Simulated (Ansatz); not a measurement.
Ansatz (a quantum-chemistry and plane-wave program) input (B3LYP/6-31G*):

Ansatz 0.2 input:
```yaml
crystal:
  periodic: [false, false, false]
  atoms:
    - {symbol: C, position_ang: [1.58589300, -0.66338600, -0.41105000]}
    - {symbol: Ge, position_ang: [-0.03736800, 0.39962300, 0.34010800]}
    - {symbol: C, position_ang: [-1.46433600, -0.78256400, -0.60614600]}
    - {symbol: H, position_ang: [1.48232400, -0.88894400, -1.47828900]}
    - {symbol: H, position_ang: [1.68701100, -1.61171200, 0.12934200]}
    - {symbol: H, position_ang: [2.51543100, -0.10156800, -0.26693500]}
    - {symbol: H, position_ang: [-0.00485200, 1.51803300, -0.85145500]}
    - {symbol: H, position_ang: [-1.20863500, -0.99408400, -1.65040700]}
    - {symbol: H, position_ang: [-1.55937500, -1.73855500, -0.07830100]}
    - {symbol: H, position_ang: [-2.44547800, -0.29540000, -0.58424200]}
basis:
  gaussian:
    orbitals: 6-31G*
hamiltonian:
  xc: {name: B3LYP}
total_charge: -1
output: {forces: true}
```

Output:

```
Functional definition: B3LYP
integrals: 0.03 GiB planned
818 factors; integrals over basis functions are off by at most 6.1e-4 eV
mean field: 0.28 GiB planned
mean field evaluation 1: about -58696.9811 eV, gradient 3.7e1 eV
mean field evaluation 2: about -58694.9334 eV, gradient 4.6e1 eV
mean field evaluation 4: about -58700.0771 eV, gradient 5.9e-1 eV
mean field evaluation 8: about -58700.1784 eV, gradient 7.9e-2 eV
mean field evaluation 16: about -58700.1784 eV, gradient 2.7e-5 eV
mean field -58700.17837819 eV, -2157.1917669886 hartree, gradient 2.6e-5 eV, S^2 0.000000; 0 other end points of the search recorded, 0 dependent functions left out
the calculation of the forces begins
reference -58700.17860904 eV, -2157.1917754723 hartree; 26, 26 occupied and 53, 53 virtual orbitals, 818 factors
Total energy: -58700.17860904 eV, -2157.1917754723 hartree
Atom 0 at     1.585893    -0.663386    -0.411050 Å, force    -0.126050     0.096861     0.069377 eV/Å
Atom 1 at    -0.037368     0.399623     0.340108 Å, force     0.001228    -0.029728    -0.001043 eV/Å
Atom 2 at    -1.464336    -0.782564    -0.606146 Å, force     0.108291     0.106018     0.084366 eV/Å
Atom 3 at     1.482324    -0.888944    -1.478289 Å, force     0.018795    -0.034094    -0.099697 eV/Å
Atom 4 at     1.687011    -1.611712     0.129342 Å, force     0.044864    -0.110101     0.040450 eV/Å
Atom 5 at     2.515431    -0.101568    -0.266935 Å, force     0.121811     0.036959     0.006414 eV/Å
Atom 6 at    -0.004852     1.518033    -0.851455 Å, force    -0.000594     0.055146    -0.024404 eV/Å
Atom 7 at    -1.208635    -0.994084    -1.650407 Å, force    -0.003254    -0.034956    -0.101107 eV/Å
Atom 8 at    -1.559375    -1.738555    -0.078301 Å, force    -0.040953    -0.113454     0.034961 eV/Å
Atom 9 at    -2.445478    -0.295400    -0.584242 Å, force    -0.124138     0.027349    -0.009317 eV/Å
Dipole moment:     0.027095    -0.322155    -0.226824 e Å
```

The dipole moment of an ion depends on the origin.

The geometry given is a B3LYP-D3(BJ)/def2-TZVP minimum.
